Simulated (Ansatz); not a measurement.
SnNH9O, closed shell: at a first-order saddle point.

in.yaml

```yaml
crystal:
  periodic: [false, false, false]
  atoms:
    - {symbol: Sn, position_ang: [-0.419544, 1.619539, 0.251762]}
    - {symbol: H, position_ang: [-1.287180, -0.169291, 0.280654]}
    - {symbol: H, position_ang: [-1.561322, 2.049829, -0.961292]}
    - {symbol: H, position_ang: [-0.951557, 1.797274, 1.878344]}
    - {symbol: H, position_ang: [0.782170, 2.895227, 0.107810]}
    - {symbol: H, position_ang: [0.852112, -1.231728, -0.308610]}
    - {symbol: O, position_ang: [1.158944, 0.328417, -0.209108]}
    - {symbol: H, position_ang: [-0.745837, -1.143421, 0.056957]}
    - {symbol: N, position_ang: [0.082210, -1.954438, -0.214620]}
    - {symbol: H, position_ang: [1.946459, 0.862994, -0.333839]}
    - {symbol: H, position_ang: [-0.108617, -2.440117, -1.082725]}
    - {symbol: H, position_ang: [0.252163, -2.614384, 0.534668]}
basis:
  gaussian: {orbitals: def2-SVP}
hamiltonian: {xc: pbe, dispersion: d4}
```

Launched with

```bash
ansatz run in.yaml --threads 3 --pin off --events-out ev --progress --plain --max-ram 6092MiB
```

What Ansatz 0.2.0 printed:

```
Functional definition: PBE
  name "PBE"
  cite "Perdew, Burke & Ernzerhof, Phys. Rev. Lett. 77, 3865 (1996) doi:10.1103/PhysRevLett.77.3865"
  parent pbe
  parameter kappa = 0.804
  parameter beta = 0.06672455060314922
  exchange = pbe_x(kappa = kappa, mu = beta*pi^2/3)
  correlation = pbe_c(beta = beta)
1128 factors; their error is unknown
mean field evaluation 1: about -9495.8059 eV, gradient 7.2e1 eV
mean field evaluation 2: about -9437.9624 eV, gradient 1.7e2 eV
mean field evaluation 4: about -9505.1912 eV, gradient 1.6e1 eV
mean field evaluation 8: about -9505.6897 eV, gradient 2.4e-1 eV
mean field evaluation 16: about -9505.6608 eV, gradient 9.3e-5 eV
mean field -9505.66084273 eV, -349.3265928019 hartree, gradient 1.8e-5 eV, S^2 0.000000; 0 other end points of the search recorded, 0 dependent functions left out
reference -9505.66088716 eV, -349.3265944349 hartree; 23, 23 occupied and 76, 76 virtual orbitals, 1128 factors
Total energy: -9505.84818475 eV, -349.3334774943 hartree
```

Hardware: 3 CPU threads of an Intel Xeon, shared host. Wall time about 1.1 s.
